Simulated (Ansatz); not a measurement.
Input file for Ansatz (a quantum-chemistry and plane-wave program): U-PBE/def2-TZVPP on BrHSn (SMILES [Br][SnH]), a point of a bond scan (R = 2.142 Å). Elements past Kr take the def2 small-core potentials; no spin–orbit coupling.

Ansatz 0.2 input:
```yaml
crystal:
  periodic: [false, false, false]
  atoms:
    - {symbol: Sn, position_ang: [-0.57960730, -0.48360224, 0.71178077]}
    - {symbol: H, position_ang: [-1.96559046, -1.17046796, -0.76965523]}
    - {symbol: Br, position_ang: [0.87757024, 0.72103150, -1.00189399]}
basis:
  gaussian:
    orbitals: def2-TZVPP
hamiltonian:
  xc: {name: PBE}
magnetization: {spin_polarized: true, initial_magnetization: 0}
```

### Question
What total energy does the run end on?

### Answer
-2788.6915 hartree.

### Question
How many basis functions does it have, and what does it roughly cost on one machine?

### Answer
112 functions; very roughly 7 core-seconds.
